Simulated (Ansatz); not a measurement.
Ansatz (a program for electronic structure) input (revPBE/def2-TZVPD):

Ansatz 0.2 input:
```yaml
crystal:
  periodic: [false, false, false]
  atoms:
    - {symbol: C, position_ang: [-0.03474644, -0.01975027, -1.05084796]}
    - {symbol: S, position_ang: [-0.03139027, -0.00932647, 0.50594900]}
    - {symbol: H, position_ang: [0.71072294, 0.26772505, -1.79009618]}
basis:
  gaussian:
    orbitals: def2-TZVPD
hamiltonian:
  xc: {name: revPBE}
magnetization: {spin_polarized: true, initial_magnetization: 1}
output: {forces: true}
```

Output:

```
Functional definition: revPBE
integrals: 0.02 GiB planned
518 factors; their error is unknown
mean field: 0.23 GiB planned
mean field evaluation 1: about -11875.5568 eV, gradient 4.3e1 eV
mean field evaluation 2: about -11824.1338 eV, gradient 8.3e1 eV
mean field evaluation 4: about -11884.6549 eV, gradient 5.3e0 eV
mean field evaluation 8: about -11884.8036 eV, gradient 1.2e-1 eV
mean field evaluation 16: about -11884.7937 eV, gradient 3.3e-4 eV
mean field evaluation 32: about -11884.3042 eV, gradient 1.6e0 eV
mean field -11884.79368947 eV, -436.7581122855 hartree, gradient 5.9e-5 eV, S^2 0.754383; 3 other end points of the search recorded, 0 dependent functions left out
the calculation of the forces begins
reference -11884.79374723 eV, -436.7581144081 hartree; 12, 11 occupied and 80, 81 virtual orbitals, 518 factors
Total energy: -11884.79374723 eV, -436.7581144081 hartree
Atom 0 at    -0.034746    -0.019750    -1.050848 Å, force    -0.251654    -0.101158    -0.453293 eV/Å
Atom 1 at    -0.031390    -0.009326     0.505949 Å, force     0.007683     0.007000     0.682254 eV/Å
Atom 2 at     0.710723     0.267725    -1.790096 Å, force     0.243971     0.094158    -0.228961 eV/Å
Dipole moment:     0.171452     0.066730    -0.065330 e Å
```

It need not be the lowest isomer of its formula.
